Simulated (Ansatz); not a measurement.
Reaction (formal hydrolysis of the Si–Cl bond): `C=C[Si](C)(F)Cl` + H₂O → `C=C[Si](C)(O)F` + HCl

Calculated with Ansatz (gas phase, PBE0-D4/def2-TZVP geometries, no zero-point term in ΔE). CCSD(T)/CBS adds triple-zeta CCSD(T) − MP2 to the extrapolated MP2 energy (def2 sets, frozen cores). This one scheme is used for every species. DFT in def2-TZVPP. Each species was taken in one conformer, which may not be the lowest.

`C=C[Si](C)(F)Cl`:

Cartesian coordinates in Å:
```
C 0.860 1.733 -0.212
C -0.313 1.357 0.292
Si -0.842 -0.407 0.376
C 0.394 -1.612 -0.279
F -1.168 -0.772 1.896
Cl -2.615 -0.611 -0.639
H 1.576 1.015 -0.602
H 1.161 2.775 -0.261
H -0.991 2.124 0.663
H 1.330 -1.550 0.282
H 0.004 -2.627 -0.184
H 0.604 -1.426 -1.334
```

H₂O:

Cartesian coordinates in Å:
```
O -0.254 -0.096 -0.279
H 0.704 -0.084 -0.340
H -0.450 0.180 0.619
```

`C=C[Si](C)(O)F`:

Z-matrix (Å, degrees):
```
Si
C 1 1.853
O 1 1.638 2 110.9
C 1 1.845 2 114.6 3 121.6
F 1 1.605 2 106.0 3 -118.8
C 2 1.331 1 122.9 3 -17.9
H 2 1.089 1 119.1 3 163.0
H 3 0.958 1 117.7 2 -56.5
H 4 1.092 1 110.5 2 177.1
H 4 1.092 1 110.5 2 -63.0
H 4 1.092 1 110.8 2 57.0
H 6 1.087 2 121.6 1 0.5
H 6 1.087 2 122.4 1 -179.3
```

HCl:

```xyz
2

Cl    0.422   -0.408   -0.254
H    -0.422    0.408    0.254
```

Is it downhill or uphill in electronic energy at CCSD(T)/CBS, and by how much? (Estimate.)

Computed: Nearly level: ΔE = -1.9 kJ/mol.

What do these levels give: PBE-D4, PBE, PBE0, CCSD(T)/def2-TZVPP, HF/CBS(def2), CCSD/CBS(def2)? (Best estimate.)

Ansatz gave: PBE-D4 2.1, PBE -0.3, PBE0 -1.1, CCSD(T)/def2-TZVPP -8.1, HF/CBS(def2) -13.7, CCSD/CBS(def2) -3.6 kJ/mol.

Largest T1 diagnostic among the species: 0.011.

In def2-TZVPP, CCSD(T) changes the Hartree–Fock value by +5.5 kJ/mol (the triples alone add +1.7 kJ/mol) and MP2 by +10.9 kJ/mol. The D4 term adds +4.0 kJ/mol with B3LYP and +2.2 kJ/mol with PBE0; it sums over pairs of atoms, weighted by their polarisabilities, and B3LYP, whose exchange is more repulsive, gets the larger term.

B3LYP here is the variant with VWN-RPA as its local correlation; programs differ in this.
